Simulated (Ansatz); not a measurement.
Members of the series GeXY, Y = fluoro; each row names its spin state. All species are isolated molecules in the gas phase. One relaxed conformer stands for each flexible species; it need not be the lowest. Strings in code marks are SMILES.

Quantity: adiabatic spin-state energy, in kJ/mol.

A: `N#[C][Ge][F]`: multiplicity 3 minus multiplicity 1
B: `[F][Ge][SH]`: multiplicity 3 minus multiplicity 1
C: `[F][Ge][F]`: multiplicity 3 minus multiplicity 1
D: `[F][Ge][Cl]`: multiplicity 3 minus multiplicity 1
E: `C=[CH][Ge][F]`: multiplicity 3 minus multiplicity 1
F: `O=[CH][Ge][F]`: multiplicity 3 minus multiplicity 1

Task: Order them by adiabatic spin-state energy (lowest first) at the level B3LYP/cc-pVTZ // B3LYP-D3(BJ)/def2-TZVP (Ansatz, a first-principles code).

Result: F (83.2 kJ/mol), E (200.3 kJ/mol), A (246.5 kJ/mol), B (252.7 kJ/mol), D (305.0 kJ/mol), C (353.7 kJ/mol)
